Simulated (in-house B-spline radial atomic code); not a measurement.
Mn²⁺. Computed with a B-spline radial atomic code. Model: non-relativistic spherical atom: semilocal Troullier-Martins pseudo-atom, one channel per l, against all electrons, high spin, G0W0 and RPA with empty states to l = 8, local potential for every l without a channel, a model core (radius 0 = none) keeps its share of the functional.

What the tables leave out is listed at the end.

The pseudopotential gives back the lowest level of each angular momentum of its own functional in the configuration it was made in; a second state of the same l is only approximately right. Exact exchange, RPA and GW see the smooth pseudo-orbitals and miss the exchange with the core, for which the functional's share stands in. The column with an uncorrelated core keeps all orbitals and exact exchange, and so separates missing core correlation from pseudisation. Only the three outermost levels and the lowest empty one were computed. RPA here is direct RPA, with no exchange kernel, and its energies carry an (l + 1/2)⁻⁴ tail. A hybrid on a potential with a model core restores only its own semilocal share of the core's exchange.

Command:
```bash
python run_psgw.py task.json out
```
Settings (lengths in bohr, energies in hartree):
```
Z                      25
electrons              23
configuration          [Ar] 3d5
generated_in           [Ar] 3d5 4s2
functional             pbe,pbe
core_shells            5
radius_factor          1
core_correction        True
```

Run time, properties included: 23 s on 1 thread of Arm Neoverse N1, with other jobs on the host.

Given: made with PBE; model core radius 1.227 bohr; local radius 2.445 bohr; mean-field start PBE.

Valence shells of the generating configuration: 3d, 4s.

Channel: s 2.522, p 3.4, d 2.277 (radii in bohr).

Computed: largest level miss in the spin-unpolarised generating configuration 0 eV; valence RPA correlation energy all-electron orbitals -0.17109 hartree; valence RPA correlation energy pseudo -0.23181 hartree; pseudo-atom RPA polarisability 3.872 bohr³.

| level | occupied | mean-field all-electron (eV) | mean-field pseudo minus all (eV) | G0W0 all-electron (eV) | G0W0 uncorrelated core minus all (eV) | G0W0 pseudo minus all (eV) | exchange self-energy all-electron (eV) | exchange self-energy pseudo (eV) |
| --- | --- | --- | --- | --- | --- | --- | --- | --- |
| 3d up | 1 | -26.038 | -0.304 | -33.663 | 0.102 | 3.73 | -40.34 | -25.185 |

Q: What is the all-electron RPA polarisability, core included?

A: 3.6265 bohr³.

Given: mean-field start PBE0.

Computed: valence RPA correlation energy pseudo -0.22307 hartree; all-electron RPA polarisability, core included 3.0174 bohr³; pseudo-atom RPA polarisability 3.8729 bohr³.

```json
{"level": "3d up", "occupied": "1", "mean-field all-electron (eV)": "-28.448", "mean-field pseudo minus all (eV)": "1.491", "G0W0 all-electron (eV)": "-33.995", "G0W0 uncorrelated core minus all (eV)": "0.056", "G0W0 pseudo minus all (eV)": "4.326", "exchange self-energy all-electron (eV)": "-40.615", "exchange self-energy pseudo (eV)": "-24.756"}
{"level": "4s up (empty)", "occupied": "0", "mean-field all-electron (eV)": "-18.474", "mean-field pseudo minus all (eV)": "-0.406", "G0W0 all-electron (eV)": "-15.632", "G0W0 uncorrelated core minus all (eV)": "0.226", "G0W0 pseudo minus all (eV)": "-0.897", "exchange self-energy all-electron (eV)": "-3.4374", "exchange self-energy pseudo (eV)": "-2.5934"}
```

Q: What is the valence RPA correlation energy all-electron orbitals?

A: -0.15937 hartree.

Among the listed levels the largest G0W0 shift of the pseudo-atom is +4.33 eV, for 3d up on the PBE0 start, while leaving the core uncorrelated moves that level by +0.06 eV. So pseudisation and the lost core exchange, not the missing core correlation, make the error. Not in the tables (levels of low weight, unsolved or above zero; the highest and the empty levels are kept at any weight): on PBE the G0W0 levels 3d down (pseudo minus all -9.82 eV, weights 0.94 and 0.56); no Hartree-Fock pseudo-atom is run with a model core.
